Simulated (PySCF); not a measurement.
C2H6O2, SMILES OCCO. Geometry optimised at PBE-D3(BJ)/def2-SVP. The values are those of a single conformer.

The numbers are results of PBE-D3(BJ)/def2-SVP (PySCF 2.14.0), not measurements.

Harmonic wavenumbers (cm⁻¹): 177, 271, 327, 505, 531, 863, 885, 1047, 1060, 1105, 1150, 1216, 1248, 1333, 1374, 1401, 1430, 1440, 2884, 2904, 2957, 3016, 3635, 3740. Rotational constants (GHz): 14.94, 5.811, 4.711; symmetry number 1.

Problem. Work out the zero-point energy and the ideal-gas rigid-rotor harmonic-oscillator thermochemistry at 298.15 K and 1 atm.

Solution. ZPE = ½ Σ hcν = ½ × 36499 cm⁻¹ = 218.31 kJ/mol. H − E(el) = 233.89 kJ/mol. Entropy in J/(mol K): translation 160.23, rotation 101.16, vibration 30.10, total 291.49. G − E(el) = 146.99 kJ/mol. Cp = 78.39 J/(mol K).
